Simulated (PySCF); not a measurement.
**Correlation energy of K⁺ (potassium, charge +1)**

[Ar], closed-shell 1S. Calculation: PySCF 2.14, in Sapporo-DKH3-DZP-2012; the spin-free X2C one-electron Hamiltonian (Gaussian nucleus). Frozen: [Ne] 3s2; 6 electrons correlated.

Total MP2 correlation energy: -140.09 mhartree.

Same-spin part -42.38 and opposite-spin part -97.71 mhartree; SCS-MP2 scales them by 1/3 and 6/5 to -131.38 mhartree.

```
  level  correlation energy (mhartree)
   CCSD                        -152.33
    (T)                          -0.43
CCSD(T)                        -152.76
```

Diagnostics: T1 = 0.0038, D1 = 0.0054, largest double amplitude 0.050.

Question: Is a single reference adequate?

Answer: Yes: T1 lies below 0.03 and no double amplitude reaches 0.07.
